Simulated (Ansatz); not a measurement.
Program: Ansatz. Geometries: PBE0-D4/def2-TZVP. ΔE: electronic, gas phase. CBS: MP2 limit from def2 TZ/QZ plus the TZ coupled-cluster correction, frozen cores. This one scheme is used for every species. DFT in def2-TZVPP. Each species was taken in one conformer, which may not be the lowest.

`[NH2][Al]([NH2])[OH]` + `O[SiH3]` → `[NH2][Al]([NH2])[O][SiH3]` + H₂O  (ligand exchange at the Al–O bond)

`[NH2][Al]([NH2])[OH]`:

Cartesian coordinates in Å:
```
N -0.095 -1.710 -0.062
Al -0.259 0.041 0.057
N 1.128 1.112 -0.184
O -1.808 0.637 0.411
H 0.753 -2.211 -0.263
H -0.860 -2.351 0.067
H 2.062 0.803 -0.397
H 1.102 2.116 -0.129
H -2.024 1.562 0.499
```

`O[SiH3]`:

Z-matrix (Å, degrees):
```
Si
O 1 1.648
H 1 1.489 2 111.7
H 1 1.489 2 111.7 3 120.9
H 1 1.481 2 105.9 3 -119.6
H 2 0.957 1 117.9 3 -60.5
```

`[NH2][Al]([NH2])[O][SiH3]`:

Cartesian coordinates in Å:
```
N -0.862 0.122 2.129
Al -0.757 -0.098 0.384
N -2.162 -0.517 -0.592
O 0.734 0.099 -0.375
Si 2.165 0.284 -1.101
H -1.696 0.028 2.683
H -0.078 0.361 2.713
H -3.096 -0.659 -0.246
H -2.134 -0.652 -1.588
H 3.267 -0.175 -0.211
H 2.221 -0.508 -2.361
H 2.398 1.715 -1.437
```

H₂O:

Cartesian coordinates in Å:
```
O -0.334 -0.181 0.083
H 0.525 -0.581 -0.069
H -0.190 0.762 -0.015
```

CCSD(T)/CBS gives -0.33 eV.

**Question.** Another level gave -0.27 eV. Which?
A. LC-ωPBE/def2-TZVPP
B. RPA@PBE/def2-TZVPP
C. BHLYP-D4/def2-TZVPP
D. revPBE/def2-TZVPP

**Answer.** A. LC-ωPBE -0.27, RPA@PBE/def2-TZVPP -0.32, revPBE -0.23, BHLYP-D4 -0.37 eV.

Largest T1 diagnostic among the species: 0.011.

The D4 term adds −0.05 eV with B3LYP and −0.03 eV with PBE0; it sums over pairs of atoms, weighted by their polarisabilities, and B3LYP, whose exchange is more repulsive, gets the larger term. Leaving LDA and LC-ωPBE aside and taking each functional with its dispersion term where it has one, the values, not all of them listed here, spread over 0.10 eV, from BHLYP-D4 to PBE-D4. At CCSD(T), def2-SVP lies −0.04 eV from the extrapolated value and def2-TZVPP +0.00 eV.

B3LYP here is the variant with VWN-RPA as its local correlation; programs differ in this.
